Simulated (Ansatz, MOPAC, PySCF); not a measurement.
Pair of molecules: CH3Cl (SMILES CCl) (first 5 atoms) with CH2O (SMILES C=O); geometry from B3LYP-D3(BJ)/def2-TZVP, rigid monomers moved along the line of their centres of mass till H4···O7 is 2.17 Å.
(charge 0, multiplicity 1):
```xyz
9

C      0.980     0.485    -0.202
Cl     1.166    -1.250     0.234
H      0.167     0.564    -0.917
H      0.755     1.036     0.707
H      1.914     0.821    -0.640
C      0.630    -0.463     3.006
O      0.478     0.718     2.839
H     -0.213    -1.175     2.954
H      1.620    -0.901     3.229
```

Interaction energies are E(AB) − E(A) − E(B) at the monomers' geometry in the complex; basis-set methods are counterpoise corrected. Rows marked so take none.

Rows in 6-311+G**, 6-31G* carry no dispersion term and start afresh at each structure (6-31G* with six Cartesian d functions). MP2/6-31G* freezes PySCF's default core. The state that AM1, PM6 reach isn't checked.

Run with Ansatz (a first-principles code); MOPAC for AM1, PM6 (differences of heats of formation); PySCF for 6-311+G** rows, 6-31G* rows, the dispersion terms. 

```csv
level,interaction energy (kcal/mol)
AM1,-0.69
PM6,-3.91
HF/aug-cc-pV(D+d)Z,1.24
PBE-D3(BJ)/def2-TZVPPD,-3.33
r2SCAN-D4/def2-TZVPPD,-3.39
B3LYP/6-311+G** (no counterpoise),-0.80
B3LYP-D3(BJ)/def2-TZVPPD,-3.01
PBE0/def2-TZVPPD,…
MP2/6-31G* (no counterpoise),…
```

Task: Some entries are withheld; supply them.

Result: 
- PBE0/def2-TZVPPD, interaction energy (kcal/mol): -1.69
- MP2/6-31G* (no counterpoise), interaction energy (kcal/mol): -1.98
